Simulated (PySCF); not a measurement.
CH₄NO, SMILES C(=[OH+])N, charge +1. Geometry: PBE-D3(BJ)/def2-TZVP. The isomer is the one that the SMILES or the coordinates give; other isomers of the formula were not compared. Other conformers were not sampled.

Calculation: PBE-D3(BJ)/def2-TZVP (PySCF).

Harmonic wavenumbers (cm⁻¹): 545, 589, 672, 711, 1033, 1042, 1139, 1356, 1399, 1578, 1698, 3127, 3428, 3532, 3569. Rotational constants (GHz): 62.65, 10.65, 9.101; symmetry number 1.

Task: Work out the zero-point energy and the ideal-gas rigid-rotor harmonic-oscillator thermochemistry at 298.15 K and 1 atm.

Result: ZPE = ½ Σ hcν = ½ × 25419 cm⁻¹ = 36.34 kcal/mol. H − E(el) = 39.15 kcal/mol. Entropy in cal/(mol K): translation 37.41, rotation 21.50, vibration 1.92, total 60.83. G − E(el) = 21.01 kcal/mol. Cp = 13.09 cal/(mol K).
